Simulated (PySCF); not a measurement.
Compound: [BF3(PMe3)], C3H9BF3P.
SMILES with atom numbers: `[CH3:1][P+:2]([CH3:3])([CH3:4])[B-:5]([F:6])([F:7])[F:8]` (hydrogens: H9, H10, H11 on C1; H12, H13, H14 on C3; H15, H16, H17 on C4)

The calculation used PBE0-D3(BJ)/def2-SVP geometry optimisation, gas phase in PySCF 2.14.0.

Give the optimised bond lengths and angles.

```tsv
bond	length (Å)
C1–P2, P2–C3, P2–C4	1.815
P2–B5	2.059
B5–F6, B5–F7, B5–F8	1.373
C1–H9 and 8 like bonds	1.100
```

Bonds in one row agree within 0.01 Å and their mean is given. A selection of angles:
```tsv
angle	degrees
C1–P2–C3	106.5
C1–P2–B5	111.4
C4–P2–B5	113.6
P2–B5–F6	103.4
P2–B5–F7	105.1
F6–B5–F7	113.9
```

Dihedral angles: C1–P2–B5–F6 57° (synclinal).

All 3 B–F bonds measure 1.372 to 1.375 Å. B5 (four-coordinate boron) is distorted tetrahedral (angles from 103.4° to 114.1°). P2 (phosphorus bonded to B and 3 C) is distorted tetrahedral (angles from 106.5° to 113.6°). All 3 C–P bonds measure 1.815 Å.

Stationary, but not proved a minimum.
